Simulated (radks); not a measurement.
Values are calculated unless marked as measured or tabulated.
Question: The tungsten ion W10+, configuration [Kr] 4d10 4f14 5s2 5p2 (the NIST ground configuration). Code: a radial shooting solver on a logarithmic mesh with Libxc functionals. Model: Dirac Kohn-Sham, exchange-only PBE, spin-unpolarised, spherical densities, finite nucleus; open shells fill j = l - 1/2 first; Fermi nuclear charge, rms radius 5.3658 fm.

Spin-orbit splittings of the eigenvalues, e(l+1/2) - e(l-1/2), with zeta = 2 splitting/(2l+1) and mean radii in bohr:

shell  occ.  splitting (eV)  zeta (eV)  <r> j=l-1/2  <r> j=l+1/2
2p        6            1353      902.1      0.06365      0.07160
3p        6               ?          ?       0.1905       0.2052
3d       10           63.70      25.48       0.1796       0.1841
4p        6           67.85      45.24       0.4544       0.4875
4d       10           12.54      5.015       0.5035       0.5147
4f       14           2.337     0.6677       0.5780       0.5853
5p        2           12.78      8.521        1.071        1.138

Estimate the 3p splitting.

Answer: 292.7 eV (zeta = 195.1 eV).
